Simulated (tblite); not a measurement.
Compound: C5H15NOSi2.
Geometry (GFN2-xTB, Å), atoms numbered from 1 in this order:
```
atom  x, y, z in Å
C1     2.481    0.904    0.616
C2     2.110    0.752   -0.852
O3     1.320   -0.378   -1.071
Si4   -0.244   -0.613   -0.716
C5    -1.293    0.959   -0.974
Si6   -1.229    2.269    0.398
C7    -0.780   -1.713    0.752
C8    -1.262   -2.734   -0.282
N9    -0.717   -2.083   -1.459
H10    3.122    1.770    0.753
H11    3.003    0.014    0.956
H12    1.579    1.027    1.210
H13    3.012    0.625   -1.460
H14    1.577    1.645   -1.199
H15   -2.334    0.668   -1.112
H16   -0.984    1.421   -1.912
H17    0.022    3.034    0.322
H18   -1.328    1.650    1.723
H19   -2.347    3.203    0.224
H20    0.015   -2.105    1.377
H21   -1.574   -1.346    1.393
H22   -0.848   -3.737   -0.149
H23   -2.355   -2.810   -0.315
H24   -0.959   -2.403   -2.381
```

All values are computed: GFN2-xTB (tblite) harmonic vibrations without scaling, gas phase. This tight-binding method is rough: wavenumbers can miss measured ones by several per cent, in bad cases by 10 to 20. Modes of hydrogen on silicon can be 10 to 20 % off. One conformer, not necessarily the lowest.

Harmonic wavenumbers (cm⁻¹): 51.3, 53.0, 82.9, 100.4, 104.9, 124.0, 138.1, 164.0, 200.0, 210.2, 244.0, 284.7, 379.6, 436.8, 480.1, 507.7, 560.1, 663.8, 699.3, 721.3, 736.3, 777.2, 795.4, 799.2, 807.6, 826.5, 836.0, 908.0, 932.8, 981.9, 1013.5, 1036.5, 1066.6, 1089.8, 1122.4, 1136.3, 1150.1, 1157.9, 1165.6, 1194.7, 1240.0, 1261.5, 1326.4, 1336.4, 1396.3, 1455.5, 1472.4, 1476.0, 1479.7, 1492.3, 1508.5, 2221.8, 2230.0, 2242.5, 2884.4, 2900.1, 2928.9, 2933.0, 2973.9, 2989.8, 3032.7, 3038.5, 3041.6, 3044.9, 3050.6, 3479.1.

A = 1299, B = 921.7, C = 666.0 MHz; mass 161.069 u (most abundant isotopes); point group C1, symmetry number 1.

**Question.** Zero-point energy?

**Answer.** Half the sum of the wavenumbers: 42089 cm⁻¹ = 120.34 kcal/mol.

**Question.** What is S at 273.15 K and 1 bar for an ideal gas of classical rigid rotors and harmonic oscillators?

**Answer.** Translation 40.73, rotation 30.12, vibration 39.77: S = 110.6 cal/(mol K).

**Question.** And Cp and H(273.15 K) − H(0)?

**Answer.** Cp = 46.30 cal/(mol K), of which vibrations give 38.35 (their classical limit is 66 R = 131.2); H(273.15 K) − H(0) = 7.77 kcal/mol without the zero-point energy, 5.60 from vibrations.

**Question.** What must be added to the electronic energy to get the Gibbs energy at 273.15 K and 1 bar?

**Answer.** ZPE + [H(273.15 K) − H(0)] − T·S = 120.34 + 7.77 − 30.21 = 97.90 kcal/mol.

**Question.** Which modes carry the vibrational entropy at 273.15 K?

**Answer.** 51.3 cm⁻¹: 4.59; 53.0 cm⁻¹: 4.53; 82.9 cm⁻¹: 3.65; 100.4 cm⁻¹: 3.28; 104.9 cm⁻¹: 3.19; 124.0 cm⁻¹: 2.87 cal/(mol K); the other 60 give 17.66 together.

Hindered rotation and anharmonicity are outside this model. Other conformers, if any are populated, would add a mixing term that is left out. The structure is chiral; the term R ln 2 for an equal mix with its mirror image is left out.
